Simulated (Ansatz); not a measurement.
`C#[C][Ti]([Cl])([Cl])[Cl]` + HI → `[Cl][Ti]([Cl])([Cl])[I]` + `C#C` at 500 K and 1 bar (ligand exchange at a Ti–C bond).

Isolated molecules relaxed with PBE0-D4/def2-TZVP in Ansatz; ΔE leaves out vibrations. CCSD(T)/CBS adds triple-zeta CCSD(T) − MP2 to the extrapolated MP2 energy (def2 sets, frozen cores). This one scheme is used for every species. def2 core potentials past Kr. For I, Ti outer-core shells are correlated without core-valence functions, which leaves a few kJ/mol of doubt a bond. Scalar relativity is left out up to krypton.

| species | CCSD(T)/CBS energy (Eh) | H − E (kJ/mol) | S (J/(mol·K)) |
| --- | --- | --- | --- |
| `C#[C][Ti]([Cl])([Cl])[Cl]` | -2305.09363 | 109.9 | 454.6 |
| HI | -298.03592 | 28.6 | 221.6 |
| `[Cl][Ti]([Cl])([Cl])[I]` | -2525.94918 | 56.4 | 436.6 |
| `C#C` | -77.22717 | 90.7 | 225.3 |

H − E and S are ideal-gas, rigid-rotor, harmonic terms from PBE0-D4/def2-TZVP. 1 Eh = 2625.50 kJ/mol, R = 8.31446 J/(mol·K).

By hand: ΔE, ΔH, ΔS and ΔG.

ΔE = (-2525.94918) + (-77.22717) − (-2305.09363) − (-298.03592) = -0.04680 Eh = -122.9 kJ/mol. Δ(H − E) = 56.4 + 90.7 − 109.9 − 28.6 = 8.6, so ΔH = -114.3 kJ/mol. ΔS = 436.6 + 225.3 − 454.6 − 221.6 = -14.3 J/(mol·K). ΔG = -114.3 − 500 × (-14.3)/1000 = -107.1 kJ/mol.

By hand: the equilibrium constant, and the temperature at which ΔG would vanish if ΔH and ΔS stayed fixed.

log₁₀ K = −ΔG/(RT ln 10) = 11.2. ΔG = 0 at ΔH/ΔS = 7993 K, far beyond where these terms or the molecules hold.

The number of gas molecules stays the same, so ΔS is small and ΔH decides. A doubt of 5 kJ/mol in ΔE shifts log₁₀ K by 0.5 here. These are equilibria of isolated gas molecules and say nothing of rates. Largest T1 diagnostic: 0.024 (customary marks: 0.02 for closed shells, 0.045 for open ones).
